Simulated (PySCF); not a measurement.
RuO₄, SMILES [O]=[Ru](=[O])(=[O])=[O], multiplicity 1.

Coordinates come from a r2SCAN-D4/def2-SVP optimisation. The multiplicity is an assumed one; other spin states were not compared. The isomer is the one that the SMILES or the coordinates give; other isomers of the formula were not compared. The def2 effective core potentials stand for the cores of Ru; spin–orbit coupling is left out.

Computed with PySCF with PBE0/def2-TZVPD.

Symmetry labels are those of the subgroup D2 that the program uses (full group Td).

Computed valence orbital energies around the gap with their symmetry:
```tsv
orbital	symmetry	energy (eV)
HOMO−7	B3	-15.37
HOMO−6	A	-12.26
HOMO−5	B1	-11.28
HOMO−4	B2	-11.28
HOMO−3	B3	-11.28
HOMO−2	B1	-10.45
HOMO−1	B2	-10.45
HOMO	B3	-10.45
LUMO	A	-5.22
LUMO+1	A	-5.22
LUMO+2	B1	-2.78
LUMO+3	B2	-2.78
```
